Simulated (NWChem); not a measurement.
System: C5H5N; SMILES C(N)(C#C)C#C

Here is an NWChem input.

```
start job
memory heap 200 mb stack 900 mb global 1100 mb
geometry units angstroms noautosym nocenter noautoz
  C      0.954117    -2.237904    -0.152138
  C      0.330074    -1.234087     0.103620
  C     -0.424514    -0.009582     0.407839
  N     -1.729613    -0.039244    -0.237792
  C      0.385358     1.186608     0.096307
  C      0.996037     2.198167    -0.168871
  H      1.506740    -3.131449    -0.376897
  H     -0.599920    -0.006091     1.500417
  H     -1.604870    -0.034374    -1.249147
  H     -2.236864     0.812291    -0.003044
  H      1.549070     3.088731    -0.404854
end
basis spherical
  C library sto-3g
  N library sto-3g
  H library sto-3g
end
dft
  xc b3lyp
  iterations 150
end
property
  response 1 0.0773
end
task dft property
```

STO-3G and 3-21G are far too small for this property and stand as cheap habits. Structure relaxed at the PBE0/def2-SVP level.

Field at 589 nm.

Question: What results follow from this input? (B3LYP/STO-3G.) Quantities: isotropic polarisability (bohr³); anisotropy (bohr³).

Answer: 
```
Quantity                          Result
--------------------------------  ------
isotropic polarisability (bohr³)    29.2
anisotropy (bohr³)                  25.7
```
